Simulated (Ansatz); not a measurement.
Calculated with Ansatz (gas phase, PBE0-D4/def2-TZVP geometries, no zero-point term in ΔE). CBS: MP2 limit from def2 TZ/QZ plus the TZ coupled-cluster correction, frozen cores. Functionals use def2-TZVPP. Each species was taken in one conformer, which may not be the lowest.

`N=CC[SiH3]` + `[NH2][Al]([OH])[SH]` → `[NH2][Al]([SH])[O][SiH3]` + `CC=N`  (ligand exchange at the Si–C bond)

```tsv
level	ΔE (kcal/mol)
ωB97M-V	-27.7
MP2/def2-QZVPP	-28.0
```

Question: What does CCSD(T)/CBS give? (An estimate is asked.)

Answer: The calculation gave: -27.9 kcal/mol. The listed levels differ from it by 0.2, -0.1 kcal/mol.

Largest T1 diagnostic among the species: 0.012.

Leaving LDA and LC-ωPBE aside and taking each functional with its dispersion term where it has one, the values, not all of them listed here, spread over 7.2 kcal/mol, from BHLYP-D4 to revPBE-D4. From PBE to PBE0 (25 % exact exchange), in def2-TZVPP and without D4, ΔE moves by −1.6 kcal/mol. In def2-TZVPP, CCSD(T) changes the Hartree–Fock value by +5.9 kcal/mol (the triples alone add +0.9 kcal/mol) and MP2 by +6.1 kcal/mol.
